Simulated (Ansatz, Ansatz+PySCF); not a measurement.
```xyz
10

C     0.0000    0.0037   -0.7274
C     0.0000   -0.0037    0.7274
C     0.0000    1.1141   -1.4779
C     0.0000   -1.1141    1.4779
H     0.0000   -0.9768   -1.2194
H     0.0000    0.9768    1.2194
H     0.0000    1.0675   -2.5695
H     0.0000    2.1089   -1.0210
H     0.0000   -1.0675    2.5695
H     0.0000   -2.1089    1.0210
```

Basis set: def2-SVP (spherical functions). Left uncorrelated: 4 orbitals. Charge 0, multiplicity 1.

Computed with Ansatz (development build ahead of 0.2.0); each method stands on the lowest determinant of its kind that the runs found. Restricted open shells among the atoms or ions are ROHF, correlated in semicanonical orbitals with singles. Restricted functionals stand beside restricted open-shell atoms, which can lie above the unrestricted atoms usual in DFT and then raise those values.

The atomization energy at this shape (free ground-state atoms in the same class of orbitals less the molecule, no zero-point energy) of singlet C4H6:

```csv
method,atomization energy
ωB97X (restricted),44.30 eV
ωB97X (unrestricted),44.01 eV
r²SCAN (restricted),44.58 eV
r²SCAN (unrestricted),44.27 eV
PBE0 (restricted),44.70 eV
PBE0 (unrestricted),44.52 eV
PBE (restricted),45.35 eV
PBE (unrestricted),45.21 eV
RHF-MP2,42.66 eV
UHF-MP2,42.02 eV
UHF,33.65 eV
RHF,33.98 eV
```

(1) What does RHF-CCSD(T) give?

Answers

(1) 42.30 eV. Caution for UHF-MP2: another reference gives a lower total. Caution for UHF-MP2, UHF: the determinant breaks the point group; the unrestricted determinant is spin contaminated.
